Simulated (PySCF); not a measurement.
**Deuteron quadrupole couplings in `CCC#CC1=C(F)C=C[SiH2]1`**

C₈H₉FSi.
Atom-mapped SMILES: `[CH3:1][CH2:2][C:3]#[C:4][C:5]1=[C:6]([F:7])[CH:8]=[CH:9][SiH2:10]1` (hydrogens: H11, H12, H13 on C1; H14, H15 on C2; H16 on C8; H17 on C9; H18, H19 on Si10)

Cartesian coordinates in Å at the GFN2-xTB level; atoms count from 1:
```
atom  x, y, z in Å
C1     3.6350   -0.4035    0.4021
C2     2.9138    0.3680   -0.7041
C3     1.4782    0.3094   -0.5352
C4     0.2860    0.2415   -0.3663
C5    -1.0876    0.1493   -0.1509
C6    -2.0452    0.7055   -0.9216
F7    -1.7898    1.4401   -2.0269
C8    -3.4278    0.5066   -0.5484
C9    -3.6289   -0.2280    0.5547
Si10  -1.9674   -0.7683    1.2615
H11    4.7119   -0.3492    0.2587
H12    3.3910    0.0143    1.3765
H13    3.3335   -1.4487    0.3935
H14    3.2283    1.4166   -0.6957
H15    3.1723   -0.0503   -1.6822
H16   -4.2025    0.9471   -1.1584
H17   -4.6156   -0.4417    0.9282
H18   -1.7371   -2.2110    1.2043
H19   -1.6577   -0.1884    2.5674
```

Level: PBE0/pcSseg-1 (PySCF, non-relativistic); Q(2H) = 0.00286 b; rigid geometry, the same for H and D, with no vibrational averaging.

Question: Rank these positions by the coupling χzz of a deuteron there, largest first.
A. H13 (methyl hydrogen)
B. H16 (vinylic hydrogen)
C. H17 (vinylic hydrogen)
D. H19 (Si–H hydrogen)
E. H15 (methylene hydrogen)

Answer: C (229 kHz), B (219 kHz), A (210 kHz), E (200 kHz), D (110 kHz).

Question: Give the electric field gradient Vzz (the principal value of largest size), its asymmetry and the 2H coupling at each hydrogen.

Answer: 
```tsv
atom	bonded to	bond length (Å)	Vzz (au)	η	χzz (kHz)
H11	C1	1.088	0.3146	0.03	211
H12	C1	1.088	0.3126	0.03	210
H13	C1	1.088	0.3125	0.03	210
H14	C2	1.095	0.2977	0.02	200
H15	C2	1.095	0.2977	0.02	200
H16	C8	1.080	0.3262	0.04	219
H17	C9	1.076	0.3412	0.03	229
H18	Si10	1.462	0.1634	0.01	110
H19	Si10	1.462	0.1634	0.01	110
```

Question: Average by the element that carries the hydrogen.

Answer: on C: 211 kHz over 7 positions, mean bond length 1.087 Å; on Si: 110 kHz over 2 positions, mean bond length 1.462 Å.

Isolated species at its GFN2-xTB geometry, gas phase. GFN2-xTB bond lengths can be off by several hundredths of an ångström, more for odd bonds, and the gradients follow them. The small basis limits the accuracy of the gradients.
